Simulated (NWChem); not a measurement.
Species: SiH$_{3}$O$_{3}$Cl; SMILES O[Si](O)(O)Cl

Results from NWChem. Geometry: optimised at PBE0/def2-SVP. One conformer.

Diagonal of the polarisability tensor at B3LYP/def2-SVPD, static: 47.60, 47.60, 53.85 bohr³.

Task: Find the mean polarisability volume, the molar refraction, and the refractive index that an ideal gas of it would have at 273.15 K and 1 atm.

Result: 
1. Mean: one third of the trace = 49.68 bohr³ × 0.14818 Å³/bohr³ = 7.36 Å³.
2. Molar refraction (Lorentz-Lorenz): (4π/3) N_A α = 18.6 cm³/mol.
3. Number density p/kT = 2.687 × 10⁻⁵ Å⁻³; n − 1 = 2π N α = 12.43 × 10⁻⁴.
4. These hold the electronic response alone: vibrational and orientational terms add to the static dielectric constant.
